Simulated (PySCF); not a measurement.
Spin-rotation constants: SMILES O1C(=O)C[C@]12CO[SiH2]C2, C$_{5}$H$_{8}$O$_{3}$Si

Geometry:
```csv
atom,x (Å),y (Å),z (Å)
O1,3.581,-0.334,-0.124
C2,2.401,-0.219,-0.049
C3,1.278,0.179,-0.987
C4,0.401,-0.066,0.255
C5,-0.288,1.171,0.839
O6,-1.581,1.265,0.311
Si7,-2.208,-0.144,-0.241
C8,-0.643,-1.161,0.155
O9,1.588,-0.428,1.014
H10,1.123,-0.500,-1.822
H11,1.325,1.202,-1.351
H12,0.254,2.090,0.600
H13,-0.336,1.068,1.929
H14,-2.463,-0.011,-1.670
H15,-3.355,-0.533,0.567
H16,-0.729,-1.645,1.127
H17,-0.355,-1.923,-0.563
```

Theory: GIAO PBE0/pcSseg-1 magnetisability, rotational g tensor and spin-rotation constants, non-relativistic, gas phase in PySCF. Geometry: GFN2-xTB.

Q: Give the nuclear spin-rotation constants along the inertial axes (H = +C I·J) beside the isotropic shieldings.

A: Rotational constants 3.9690, 0.8583, 0.8197 GHz. A star marks the isotopologue with that one atom substituted, in its own axes.
| atom | isotope | Caa (kHz) | Cbb (kHz) | Ccc (kHz) | mean (kHz) | σ (ppm) |
| --- | --- | --- | --- | --- | --- | --- |
| H10 | 1H | -0.446 | 0.008 | -0.063 | -0.167 | 28.6 |
| H11 | 1H | -0.453 | -0.028 | -0.026 | -0.169 | 28.5 |
| H12 | 1H | -0.349 | 0.003 | -0.054 | -0.134 | 27.6 |
| H13 | 1H | -0.451 | -0.065 | 0.035 | -0.161 | 27.4 |
| H14 | 1H | -0.318 | -0.074 | 0.030 | -0.121 | 26.6 |
| H15 | 1H | -0.010 | -0.081 | -0.025 | -0.039 | 26.5 |
| H16 | 1H | -0.440 | -0.097 | 0.023 | -0.171 | 29.7 |
| H17 | 1H | -0.364 | 0.001 | -0.097 | -0.154 | 30.5 |
| O1 | 17O* | -2.261 | -0.112 | -0.437 | -0.937 | -106.8 |
| C2 | 13C* | 1.296 | 0.218 | 0.431 | 0.648 | 17.0 |
| C3 | 13C* | 0.652 | 0.186 | 0.168 | 0.335 | 133.3 |
| C4 | 13C* | 0.968 | 0.180 | 0.200 | 0.449 | 108.2 |
| C5 | 13C* | 0.764 | 0.208 | 0.209 | 0.394 | 109.6 |
| O6 | 17O* | -0.296 | -0.042 | -0.063 | -0.134 | 314.7 |
| Si7 | 29Si* | -2.619 | -0.469 | -0.561 | -1.216 | 349.3 |
| C8 | 13C* | 0.607 | 0.112 | 0.137 | 0.285 | 163.2 |
| O9 | 17O* | -1.819 | -0.237 | -0.156 | -0.738 | 19.8 |

For the geometry as given, no vibrational averaging.
